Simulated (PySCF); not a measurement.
## Computed vibrations of [Pb(SH)3]−

[Pb(SH)3]− (singlet). PySCF 2.14.0, RKS PBE0, Pb def2-SVP with ECP60, S def2-SVP, H def2-SVP; non-relativistic Hamiltonian with scalar-relativistic core potentials where named; density fitting; no spin-orbit coupling. Central differences of gradients.

```xyz
7

Pb    0.0000    0.0000   -0.4691
S     2.2393    0.3192    0.9617
H     1.8099   -0.6836    1.7595
S    -1.3961    1.7797    0.9617
H    -0.3130    1.9092    1.7595
S    -0.8432   -2.0989    0.9617
H    -1.4970   -1.2256    1.7595
```

Run from Python with OMP_NUM_THREADS=2. Where DIIS fails, smearing, a level shift and second-order steps follow.
It took 43 s on 2 threads of Arm Neoverse V1, with other jobs on the host.

Q: What are the harmonic wavenumbers and infrared intensities?

A: Modes are labelled in C3; negative numbers are unstable modes, those under 60 cm⁻¹ near the noise; a finer grid moves soft modes by up to 10 cm⁻¹.
| cm⁻¹ | km/mol | symmetry |
| --- | --- | --- |
| 84 | 1.3 | e |
| 84 | 1.3 | e |
| 97 | 6.6 | a |
| 192 | 7.7 | e |
| 192 | 7.7 | e |
| 241 | 59.6 | e |
| 241 | 59.6 | e |
| 264 | 32.9 | a |
| 293 | 12.7 | a |
| 546 | 12.9 | e |
| 546 | 12.9 | e |
| 550 | 10.2 | a |
| 2708 | 3.8 | a |
| 2709 | 1.7 | e |
| 2709 | 1.7 | e |

Q: Is this a minimum?

A: Yes. Ideal gas at 298.15 K and 1 bar: S = 395.2 J/(mol K), Cp = 116.9 J/(mol K), H − H(0 K) = 25.4 kJ/mol (rigid rotor, harmonic modes, spin degeneracy alone).
